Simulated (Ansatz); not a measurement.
Cost and result for the atomization energy of `O=C[SiH]1N[SiH2]1` (10 atoms, 10 bonds).

```tsv
atom	x (Å)	y (Å)	z (Å)
O1	1.671	2.323	1.180
C2	1.258	1.566	0.338
Si3	-0.224	0.394	0.649
N4	-1.038	-0.192	-0.759
Si5	-0.301	-1.663	-0.232
H6	1.766	1.505	-0.655
H7	-1.022	0.907	1.791
H8	-1.658	0.144	-1.476
H9	-1.198	-2.734	0.272
H10	0.746	-2.249	-1.108
```

The species carries charge 0 and has multiplicity 1. The structure was optimised at the PBE0-D4/def2-TZVP level. It is one conformer, not always the lowest. Program: Ansatz. All runs use 4 threads of an Arm Neoverse V1 on a shared host. Times are those of one run each, without the atoms' runs, and a repeat can differ threefold. Electronic energies, without spin–orbit coupling; frozen cores. CCSD(T)/CBS adds CCSD(T) − MP2 in def2-TZVPP to the MP2 limit, and its time is that of the two runs behind it. T1 = 0.015. B3LYP takes the VWN-RPA correlation (the form of Gaussian; ORCA's B3LYP/G).

CCSD(T)/CBS is a level of theory with its own doubt, some kJ/mol a heavy atom from the limit and from the frozen cores, so smaller differences don't rank the functionals.

```csv
level,functions,wall time
PBE-D4/def2-TZVPP (with forces),247,2.5 s
PBE0-D4/def2-TZVPP,247,3.1 s
B3LYP-D4/def2-TZVPP (with forces),247,4.9 s
r2SCAN-D4/def2-TZVPP (with forces),247,5.5 s
B2PLYP/def2-TZVPP,247,6 s
ωB97X-V/def2-TZVPP,247,8.5 s
ωB97M-V/def2-TZVPP (with forces),247,13 s
MP2/def2-QZVPP,461,23 s
CCSD(T)/def2-TZVPP,247,2.1 min
CCSD(T)/CBS(def2),–,2.5 min
```

(1) What atomization energy does each give, and how far from CCSD(T)/CBS? (Estimate.)

## Answers

(1) The calculation gave: 
```
                             level  atomization (kJ/mol)  difference from CCSD(T)/CBS  per bond
   PBE-D4/def2-TZVPP (with forces)                3617.0                         89.9       9.0
                PBE0-D4/def2-TZVPP                3522.2                         -4.9      -0.5
 B3LYP-D4/def2-TZVPP (with forces)                3531.1                          4.0       0.4
r2SCAN-D4/def2-TZVPP (with forces)                3537.0                          9.9       1.0
                 B2PLYP/def2-TZVPP                3484.8                        -42.3      -4.2
                ωB97X-V/def2-TZVPP                3557.7                         30.6       3.1
  ωB97M-V/def2-TZVPP (with forces)                3543.4                         16.3       1.6
                    MP2/def2-QZVPP                3545.9                         18.8       1.9
                CCSD(T)/def2-TZVPP                3406.8                       -120.3     -12.0
                 CCSD(T)/CBS(def2)                3527.1                          0.0       0.0
```

The D4 term adds +36.8 kJ/mol with B3LYP and +19.3 kJ/mol with PBE0; it sums over pairs of atoms, weighted by their polarisabilities, and B3LYP, whose exchange is more repulsive, gets the larger term. From PBE to PBE0 (25 % exact exchange), in def2-TZVPP and without D4, the atomization energy moves by −91.4 kJ/mol: exact exchange takes away binding that semilocal exchange gives to molecules. In def2-TZVPP, CCSD(T) changes the Hartree–Fock value by +1012.2 kJ/mol (the triples alone add +69.5 kJ/mol) and MP2 by +1078.9 kJ/mol; breaking electron pairs costs correlation energy, which Hartree–Fock lacks.
